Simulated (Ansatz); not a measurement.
Zn₆O₅ (the lowest singlet isomer of a short search). Charge 0, multiplicity 1. Geometry r2SCAN-D4/def2-SVP, basis def2-TZVP, Ansatz.

```xyz
11

Zn    2.352    0.884    1.705
Zn   -0.653    0.497   -2.539
Zn   -1.633   -1.631    1.640
Zn    1.828    1.573   -1.132
Zn   -2.555   -1.240   -1.075
Zn    0.242   -0.823    2.712
O    -2.912   -2.019    0.464
O     0.822    1.450   -2.566
O     1.766    0.004    3.113
O    -2.143   -0.437   -2.587
O     2.886    1.743    0.264
```

```json
{"run": "A", "HOMO (eV)": "-7.61", "LUMO (eV)": "-2.29"}
{"run": "B", "HOMO (eV)": "-6.51", "LUMO (eV)": "-3.07"}
{"run": "C", "HOMO (eV)": "-6.47", "LUMO (eV)": "-2.89"}
{"run": "D", "HOMO (eV)": "-6.21", "LUMO (eV)": "-2.97"}
```

The structure comes from a short search, and lower isomers may exist.

The runs used B97M-V, PBE, PBE0, r2SCAN. Estimate which is which.

A PBE0 (25 % exact exchange); B B97M-V (0 % exact exchange); C r2SCAN (0 % exact exchange); D PBE (0 % exact exchange). Exact exchange lowers occupied and raises empty levels; among semilocal functionals meta-GGAs tend to open the gap a little, and such runs are hard to tell apart. The gap grows from 3.24 eV (PBE) to 5.32 eV (PBE0).
